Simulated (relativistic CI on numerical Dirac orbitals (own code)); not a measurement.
## d1 to d9 in one tetrahedral field

Computed with a parametric ligand-field model without spin-orbit coupling, by exact diagonalisation: B = 740, C = 3120, 10Dq = -4300 cm⁻¹ (Td; |10Dq|/B = 5.8) for every shell. Energies in cm⁻¹; the field energy is (0.6 n_e − 0.4 n_t2) × 10Dq of the ground term; g labels are left out.

| Shell | Ground term | Electrons in e | Field energy | First spin-allowed bands | Lowest term of other spin |
| --- | --- | --- | --- | --- | --- |
| d1 | 2E | 1.000 | -2580 | 2T2 4300 |  |
| d2 | 3A2 | 2.000 | -5160 | 3T2 4300, 3T1 7406 | 1E 11503 |
| d3 | 4T1 | 1.888 | -2961 | 4T2 3653, 4A2 7953 | 2E 10245 |
| d4 | 5T2 | 2.000 | -1720 | 5E 4300 | 3T1 12777 |
| d5 | 6A1 | 2.000 | 0 | none | 4T1 20516 |
| d6 | ? | ? | ? | ? | ? |
| d7 | 4A2 | 4.000 | -5160 | 4T2 4300, 4T1 7406 | 2E 13998 |
| d8 | 3T1 | 3.888 | -2961 | 3T2 3653, 3A2 7953 | 1T2 10912 |
| d9 | 2T2 | 4.000 | -1720 | 2E 4300 |  |

**Question.** Fill in the row of d6.

**Answer.** Ground term: 5E; Electrons in e: 3.000; Field energy: -2580; First spin-allowed bands: 5T2 4300; Lowest term of other spin: 3T1 13204. Every shell keeps the spin of the free ion. Tetrahedral fields of 3d complexes are almost always too weak to pair spins. High-spin d^(n+5) repeats the spin-allowed bands of d^n, since the half-filled shell is spherical.
